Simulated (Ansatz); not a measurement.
A run for Ansatz (a first-principles code): R-RI-MP2/aug-cc-pVTZ on CH3Br (SMILES CBr) with ghost functions. Files ending in .json are basis or fitting sets from the Basis Set Exchange. The run froze 15 orbitals, filled d shells among them.

Ansatz 0.2 input:
```yaml
crystal:
  periodic: [false, false, false]
  atoms:
    - {symbol: C, position_ang: [-0.40019675, -1.20312296, 3.35895687]}
    - {symbol: Br, position_ang: [-0.35025680, 0.67656043, 3.91352201]}
    - {symbol: H, position_ang: [-0.30322324, -1.22604569, 2.27902456]}
    - {symbol: H, position_ang: [-1.35179098, -1.61052114, 3.68113248]}
    - {symbol: H, position_ang: [0.42935547, -1.70566992, 3.84330791]}
basis:
  gaussian:
    orbitals: aug-cc-pVTZ
    fitting: {mean_field: def2-universal-JKFIT, correlation: aug-cc-pVTZ-RIFIT.json}
    ghost_atoms:
      - {symbol: C, position_ang: [-0.04807336, 0.49295128, 0.17416327]}
      - {symbol: C, position_ang: [-0.00730491, -0.26668080, -0.75058010]}
      - {symbol: H, position_ang: [-0.08614730, 1.15266238, 1.00907191]}
      - {symbol: H, position_ang: [0.02992696, -0.93229205, -1.57819080]}
magnetization: {spin_polarized: false}
correlation: {method: mp2, electrons: outside_noble_gas}
scf: {lower_state_search: off}
```

Program output:

```
WARN ansatz: RAYON_NUM_THREADS=1 ignored (pool sized by the plan → 1); use --threads N
Functional definition: HF
these checks for a lower state are left out or cut short: stability, starts, cluster_reference, orbital_swaps, neighbouring_geometries, increment
integrals: 0.43 GiB planned
581 factors; integrals over basis functions are off by at most 9.7e-1 eV
mean field: 0.67 GiB planned
mean field evaluation 1: about -71077.9232 eV, gradient 1.6e1 eV
mean field evaluation 2: about -71078.5780 eV, gradient 5.3e0 eV
mean field evaluation 4: about -71078.6669 eV, gradient 4.1e-1 eV
mean field -71078.66721012 eV, -2612.0928411209 hartree, gradient 1.3e-6 eV, S^2 0.000000; 0 other end points of the search recorded, 0 dependent functions left out
15 core orbitals not correlated
739 factors; their error is unknown
reference -71078.66721012 eV, -2612.0928411209 hartree; 7, 7 occupied and 290, 290 virtual orbitals, 739 factors
second order -9.59923250 eV of doubles, -0.00000000 eV of singles
Total energy: -71088.26644262 eV, -2612.4456064086 hartree
Checks for a lower state left out: stability, starts, cluster_reference, orbital_swaps, neighbouring_geometries, increment
```

Self-consistency was reached.

Cost: roughly 5 core-seconds.
